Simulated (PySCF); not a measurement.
**Working out the ionisation energy of Ne+**

Ne+ [He] 2s2 2p5 (2P) → Ne(2+) [He] 2s2 2p4 (3P). All numbers are calculated (PySCF 2.14, the non-relativistic Hamiltonian (point nucleus), in aug-cc-pwCVDZ (5s4p2d, 27 functions)). Frozen: nothing. Energies in hartree (1 hartree = 27.21139 eV):

| part | Ne+ (lower) | Ne(2+) (upper) |
| --- | --- | --- |
| UHF | -127.767046 | -126.322715 |
| CCSD correlation | -0.195429 | -0.151684 |
| (T) | -0.001892 | -0.001000 |

**Question.** What does Hartree-Fock give?

**Answer.** (-126.322715) − (-127.767046) = 1.444331 hartree = 39.302 eV.

**Question.** What do CCSD and CCSD(T) give?

**Answer.** The CCSD correlation energies differ by 0.043745 hartree = 1.190 eV and the triples by 0.000892 hartree = 0.024 eV, so CCSD gives 40.492 eV and CCSD(T) 40.516 eV.

A first-order spin-orbit estimate adds -0.004 eV to CCSD(T) (valence and next inner shell), giving 40.512 eV against 40.963 eV (measured; NIST Atomic Spectra Database, ionization energies).

A double-zeta basis recovers only part of the correlation energy.

What remains against the reference includes basis incompleteness and higher excitations.
